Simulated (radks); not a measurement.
Excited configurations of the arsenic ion As2+: one electron is placed in a higher orbital outside [Ar] 3d10 4s2. The ground configuration is [Ar] 3d10 4s2 4p1. Method: non-relativistic Kohn-Sham, r2SCAN, spin-polarised, spherical densities, point nucleus; open shells are filled with parallel spins first; meta-GGA in the generalised Kohn-Sham scheme; computed with a radial shooting solver on a logarithmic mesh with Libxc functionals. Excitation = E - E(ground); binding = E(ion) - E, where the ion is the core of charge +3; n* = 3/sqrt(2 binding) in atomic units, and the quantum defect is n - n*.

outer orbital  excitation (eV)  binding (eV)  quantum defect  eigenvalue (eV)
4f                      20.272         7.694           0.011           -6.178
5s                      12.949        15.018           2.145          -13.147
6p                      20.961         7.006           1.819           -6.117
7p                      23.393         4.573           1.825           -4.016

The Delta-SCF ionisation energy is 27.967 eV (NIST Atomic Spectra Database: 28.35 eV, measured). Self-interaction in the functional shifts the binding energies and quantum defects, so they are the method's values and not measured ones. Open shells are spherical and high-spin; term and fine-structure splittings are not resolved.
